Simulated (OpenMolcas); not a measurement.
## S2+: CASPT2 settings compared

* Program: OpenMolcas
* Basis: ANO-L-VDZP [4s3p1d]
* Scalar Hamiltonian: non-relativistic, point nucleus
* Active space: 2 electrons in 3 orbitals (3p)
* State averaging: 2S+1 = 3 even, 3 roots; 2S+1 = 1 even, 6 roots kept (CI in the orbitals of an earlier block)
* Spin-orbit coupling: RASSI with atomic mean-field integrals over the reference wave functions, term energies averaged over their components

Methods on the same reference wave functions:
A. CASSCF
B. SS-CASPT2, IPEA 0.5 Eh, no level shift (closed shells correlated: 2s 2p 3s)
C. SS-CASPT2, IPEA 0.15 Eh, sigma1 regulariser 0.3 Eh (closed shells correlated: 2s 2p 3s)
D. SS-CASPT2, IPEA 0.5 Eh, sigma1 regulariser 0.1 Eh (closed shells correlated: 2s 2p 3s)

Energies in cm-1 above 3s2 3p2 3P0, the measured ground level; measured values from NIST levels in Podobedova, Kelleher and Wiese, J. Phys. Chem. Ref. Data 38, 171 (2009).

```
      Level      A      B      C      D  Measured
3s2 3p2 3P0    0.0    0.0    0.0    0.0       0.0
3s2 3p2 3P1    259    262    261    262       299
3s2 3p2 3P2    741    742    742    742       833
3s2 3p2 1D2  14252  12700  13030  12700     11323
3s2 3p2 1S0  34865  29330  29690  29330     27161
```

Deviations, from unrounded energies. A percentage is the sum of absolute deviations over the sum of measured energies, with the sign that they share, or ± where signs differ.

```csv
Against measurement,Levels,A,B,C,D
mean absolute deviation (cm-1),4,2700,920,1100,920
fine structure of the ground term (%),2,-11.7,-11.3,-11.3,-11.3
other terms of the ground configuration (%),2,+27.6,+9.2,+11.0,+9.2
```

B, D lie about equally close to measurement and A furthest from it. The largest miss of B in the table is 3s2 3p2 1S0, by +2200 cm-1. The ranking rests on the paired levels alone, and a cruder setting can come out closer through cancelling errors.

Among B to D the level of the table that moves most is 3s2 3p2 1S0, by 360 cm-1 (lowest in B, highest in C). Moves below CASPT2's spread within the term are not significant.

The two smallest mean deviations differ by little beside CASPT2's spread within terms, so their order carries little weight.

From A to B the spin-free energies of the other terms of 3s2 3p2 shown, above 3P, scale by factors of 0.84 to 0.89.

The lowest spin-free term lies below A's lowest term by 0.054 hartree in B, 0.062 hartree in C, 0.054 hartree in D.

CASPT2 does not keep the components of a term degenerate, so their means are used; among the terms shown or strongly mixed into the levels shown the widest spread is 170 cm-1 (3s2 3p2 1D, D). Terms from blocks run as CI alone lack orbitals of their own. With the s shell closed, the reference lacks s² → p² mixing. Some terms miss by over 15 % even with CASPT2, which points to a basis or an active space too small for the shells correlated (holds for C). Measured partners are found by configuration, term and J. A level has none where our copy of the source lacks it or the pairing is in doubt (some pairs that miss far off the trend of their configuration count as doubtful), and it then counts in no deviation. Levels of configurations outside the active space are missing.
